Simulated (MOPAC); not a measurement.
MOPAC input (PM7):

```
PM7 PRECISE GNORM=0.05 LET XYZ CHARGE=1 GEO-OK AUX(PRECISION=9) THREADS=1
CAuO

Au   -0.00000000 1   -0.00000000 1   -0.38970877 1
O     0.00000000 1    0.00000000 1    2.67694241 1
C     0.00000000 1    0.00000000 1    1.56190893 1
```

From the last part of the output:

```
                                                       MOPAC v23.2.5 Linux

          FINAL HEAT OF FORMATION =        229.14710 KCAL/MOL =     958.75146 KJ/MOL

          COSMO AREA              =         81.36 SQUARE ANGSTROMS
          COSMO VOLUME            =         62.22 CUBIC ANGSTROMS

          GRADIENT NORM           =          0.03028          =       0.01748 PER ATOM
          IONIZATION POTENTIAL    =         17.335065 EV
          HOMO LUMO ENERGIES (EV) =        -17.335 -6.407
          NO. OF FILLED LEVELS    =         10
          MOLECULAR WEIGHT        =        224.9769         POINT GROUP:  C*v

          MOLECULAR DIMENSIONS (Angstroms)

            Atom       Atom       Distance
            O     2   Au     1     3.20552
            C     3   Au     1     0.00000
           Au     1    C     3     0.00000

          SCF CALCULATIONS        =          8

   ATOM   CHEMICAL          X               Y               Z
  NUMBER   SYMBOL      (ANGSTROMS)     (ANGSTROMS)     (ANGSTROMS)

     1      Au          0.00000000  *   0.00000000  *  -0.43522747  *
     2       O          0.00000000  *   0.00000000  *   2.77029110  *
     3       C         -0.00000000  *  -0.00000000  *   1.63850071  *

                             CARTESIAN COORDINATES

   1   Au        0.000000000     0.000000000    -0.435227468
   2    O        0.000000000     0.000000000     2.770291097
   3    C       -0.000000000    -0.000000001     1.638500713

           Empirical Formula: C O Au  =     3 atoms

      MOLECULAR POINT GROUP   :   C*v

                  EIGENVALUES
 -41.26371 -28.36936 -22.16843 -22.16843 -21.76736 -18.63681 -18.63681 -18.22207
 -18.22207 -17.33507  -6.40701  -5.88203  -5.88203  -2.01681  61.45951  61.64908
  61.64908

              NET ATOMIC CHARGES AND DIPOLE CONTRIBUTIONS

  ATOM NO.   TYPE          CHARGE      No. of ELECS.   s-Pop       p-Pop       d-Pop
    1         Au           0.449722       10.5503     0.68803     0.02288     9.83937
    2          O           0.010524        5.9895     1.85909     4.13039
    3          C           0.539754        3.4602     1.38842     2.07182
 DIPOLE           X         Y         Z       TOTAL
 POINT-CHG.    -0.000    -0.000     3.912     3.912
 HYBRID         0.000     0.000    -0.463     0.463
 SUM           -0.000    -0.000     3.448     3.448

          ATOMIC ORBITAL ELECTRON POPULATIONS

     Atom    s        px        py        pz      x^2-y^2     xz        z^2       yz        xy
    1 Au   0.68803   0.00062   0.00062   0.02163   2.00000   1.97518   1.88900   1.97518   2.00000
    2  O   1.85909   1.42409   1.42409   1.28220
    3  C   1.38842   0.60010   0.60010   0.87162

 **********************
 *                    *
 * JOB ENDED NORMALLY *
 *                    *
 **********************

 == MOPAC DONE ==
```

The dipole moment of an ion depends on the origin.
